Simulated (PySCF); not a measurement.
# Static response to an electric field

Species: C6H13BO2.
Cartesian coordinates in Å at the PBE0-D3(BJ)/def2-SVP level; atoms count from 1:
```
atom  x, y, z in Å
C1    -1.0840    1.6520    1.4468
C2    -1.5653    1.2806    0.2622
C3    -1.2128    0.0138   -0.4830
C4    -0.9054    0.3324   -1.9471
C5    -2.3906   -0.9564   -0.3951
O6    -0.1254   -0.6553    0.1356
B7     1.1521   -0.2112    0.1485
O8     2.0366   -0.9481    0.8589
C9     3.3953   -0.6207    0.9232
H10   -1.4116    2.5796    1.9225
H11   -0.3543    1.0410    1.9854
H12   -2.3121    1.9084   -0.2388
H13   -0.0929    1.0662   -2.0384
H14   -0.6115   -0.5876   -2.4745
H15   -1.7967    0.7447   -2.4424
H16   -3.3079   -0.5034   -0.7984
H17   -2.1662   -1.8696   -0.9665
H18   -2.5631   -1.2318    0.6545
H19    1.5176    0.7844   -0.4411
H20    3.6243    0.3109    0.3778
H21    3.6978   -0.4948    1.9751
H22    3.9981   -1.4360    0.4915
```

Level: B3LYP/def2-SVPD (PySCF), static field, nuclei fixed, core orbitals frozen in the response. The polarisability tensor in these axes (au):

```
x   106.89  -2.46   9.44
y    -2.46  88.45   5.20
z     9.44   5.20  96.39
```

Problem. Give the principal values, the mean and the anisotropy Δα = √{½[(α1 − α2)² + (α2 − α3)² + (α1 − α3)²]}.

Solution. Principal values 83.79, 95.49 and 112.45 au; mean 97.24 au = 14.41 Å³ = 16.03 × 10⁻⁴⁰ C²·m²/J; Δα = 24.96 au (26 % of the mean).

Problem. What is the dipole moment, and where does it point?

Solution. (0.17, 1.19, -0.95) D, 1.54 D in size, pointing from the negative to the positive side. Measured along this direction, the outermost atoms are H18 at the negative end and H13 at the positive end.

Problem. Rayleigh depolarisation ratio (linearly polarised light, static tensor)?

Solution. ρ = 3Δα²/(45ᾱ² + 4Δα²) = 1869.1/(425527 + 2492.1) = 0.00437.

Problem. Directions of the eigenvectors, and the extent of the frame along each?

Solution. Largest value along (0.86, 0.02, 0.51), where the nuclei span 7.44 Å; middle along (-0.41, 0.63, 0.66), 5.69 Å; least along (0.31, 0.78, -0.55), 4.03 Å. The response follows the extents in order.

Problem. Find the Langevin capture rate constant for H3+ (3.023 u) meeting this molecule (128.101 u), k = 2.342 × 10⁻⁹ cm³/s × √(α in Å³ / reduced mass in u).

Solution. The reduced mass is 2.95 u, so k = 5.17 × 10⁻⁹ cm³/s. The formula leaves out the permanent dipole, which adds to the capture rate.

One conformer (not necessarily the lowest) at the PBE0-D3(BJ)/def2-SVP geometry, without solvent, vibrations or thermal averaging.

The run behind these numbers computed excited states and ΔSCF ions as well. Hardware: x86-64 server, one thread, no GPU (shared host). Cost: 7.0 min wall.
